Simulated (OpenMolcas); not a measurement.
# Lines of F3+: computed and rescaled rates

- Program: OpenMolcas 26.06
- Method: SS-CASPT2, IPEA 0.25 Eh, imaginary shift 0.1 Eh (closed shells correlated: 1s 2s)
- Basis: ANO-RCC-VQZP [5s4p3d2f1g]
- Scalar Hamiltonian: DKH2, point nucleus
- Active space: 2 electrons in 3 orbitals (2p)
- State averaging: 2S+1 = 3 even, 3 roots; 2S+1 = 1 even, 6 roots
- Spin-orbit coupling: state interaction with AMFI integrals over the reference wave functions, term energies averaged over their components

Rates come from the transition moments of the reference wave functions (E1 and E2 in the length form). At fixed line strength A goes as λ^-3 for E1 and M1 and as λ^-5 for E2, so a rate at the computed wavelength can be rescaled to the measured one. Measured vacuum wavelengths follow from level energies in Moore, Atomic Energy Levels, vol. I, NSRDS-NBS 35 (1971 reprint of NBS Circular 467, 1949). Branching counts decays inside the model space alone, at computed energies, and the table is only a selection of the E2 and M1 lines, drawn from those between levels with measured partners whose computed energy lies within a factor of 1.5 of the measured one.

| Upper | Lower | Type | λ computed (nm) | λ measured (nm) | A computed (s-1) | A rescaled (s-1) | Branching % |
| --- | --- | --- | --- | --- | --- | --- | --- |
| 2s² 2p² ³P₁ | 2s² 2p² ³P₀ | M1 | 44770 | 44400 | 2.01e-04 | 2.06e-04 | 100.0 |
| 2s² 2p² ³P₂ | 2s² 2p² ³P₁ | M1 | 23240 | 25760 | 1.08e-03 | 7.93e-04 | 100.0 |
| 2s² 2p² ¹D₂ | 2s² 2p² ³P₂ | M1 | 400.8 | 406 | 9.33e-02 |  | 73.9 |
| 2s² 2p² ¹D₂ | 2s² 2p² ³P₁ | M1 | 394 | 399.7 | 3.28e-02 |  | 25.9 |
| 2s² 2p² ¹S₀ | 2s² 2p² ¹D₂ | E2 | 312.4 | 353.3 | 4.35e+00 | 2.35e+00 | 79.2 |
| 2s² 2p² ¹S₀ | 2s² 2p² ³P₁ | M1 | 174.2 | 187.6 | 1.14e+00 |  | 20.7 |

Spin-changing lines and M1 lines between different terms are not rescaled, since their strength hangs on the term gaps too.

The largest correction is for 2s² 2p² ¹S₀ → 2s² 2p² ¹D₂ (E2): 4.35e+00 × (312.4 / 353.3)^5 = 2.35e+00 s-1, a factor of 0.54.

The computed rate and branching of 2s² 2p² ³P₁ → 2s² 2p² ³P₀ give the upper level a radiative lifetime of 1.000 / 2.01e-04 s-1 = 4.98e+03 s, counting decays inside the model space alone. The rescaled rate gives about 4.9e+03 s.

No measured rate stands beside these. Rescaling mends the energy factor alone: line strengths can still be far off where a level mixes with configurations outside the active space, and weak or spin-changing lines hang on small mixing coefficients that depend on the term gaps too, so rescaling need not improve them.

CASPT2 breaks the degeneracy within a term, and the mean is taken; among the terms shown or strongly mixed into the levels shown the widest spread is 74 cm-1 (2s² 2p² ¹D). With the s shell closed, the reference lacks s² → p² mixing. Computed and measured levels are paired by configuration, term and J; levels that our copy of the source lacks, or whose pairing is in doubt (as where it misses far off the trend of its configuration), stay unpaired. Only configurations of the active space appear.
